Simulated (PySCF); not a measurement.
Highest harmonic wavenumber (cm⁻¹) of eight silicon and germanium compounds: PBE-D3(BJ) beside TPSSh-D3(BJ), computed with PySCF for isolated molecules in the bases named; differences from unrounded values. The eight are the first of their class met in an unordered collection, after screening for sound electronic states; none was chosen by its value. Each level has its own optimised geometry.

| molecule | basis | TPSSh-D3(BJ) | PBE-D3(BJ) | difference |
|---|---|---|---|---|
| C4H7FSi, SMILES C1([C@H](F)CC=1)[SiH3] | def2-SVP | 3179 | ___ | ___ |
| CH8FNSi2, SMILES N[Si@H]([SiH2]C)F | def2-SVP | 3636 | 3582 | -54 |
| CH₅F₃Si₂, SMILES [SiH3]C(F)([SiH2]F)F | def2-SVP | 2306 | ___ | ___ |
| Se(Me)(OSiH3) (CH6OSeSi), SMILES C[Se]O[SiH3] | def2-SVP | 3173 | 3106 | -66 |
| C₂H₄Cl₂OSi, SMILES C=C[Si](O)(Cl)Cl | def2-SVP | 3842 | ___ | ___ |
| C2H8OSi2, SMILES C[Si@H]1CO[SiH2]1 | def2-SVP | 3130 | 3083 | -47 |
| C₃H₆FNSi, SMILES C1[SiH2][C@@H](CN=1)F | def2-SVP | 3109 | 3040 | -70 |
| C2H5ClFNSi, SMILES [Si@@H](/C=C/F)(N)Cl | def2-SVP | 3636 | 3579 | -57 |

Q: Complete the blanks. (The exact figures need the calculation; the answer reports its results.)

A: 
- C4H7FSi, SMILES C1([C@H](F)CC=1)[SiH3], PBE-D3(BJ): 3111
- C4H7FSi, SMILES C1([C@H](F)CC=1)[SiH3], difference: -68
- C₂H₄Cl₂OSi, SMILES C=C[Si](O)(Cl)Cl, PBE-D3(BJ): 3771
- C₂H₄Cl₂OSi, SMILES C=C[Si](O)(Cl)Cl, difference: -71
- CH₅F₃Si₂, SMILES [SiH3]C(F)([SiH2]F)F, PBE-D3(BJ): 2207
- CH₅F₃Si₂, SMILES [SiH3]C(F)([SiH2]F)F, difference: -99

PBE-D3(BJ) lies below TPSSh-D3(BJ) in 8 and above it in 0 of the eight; the mean signed difference is -66 and the largest -99 cm⁻¹.
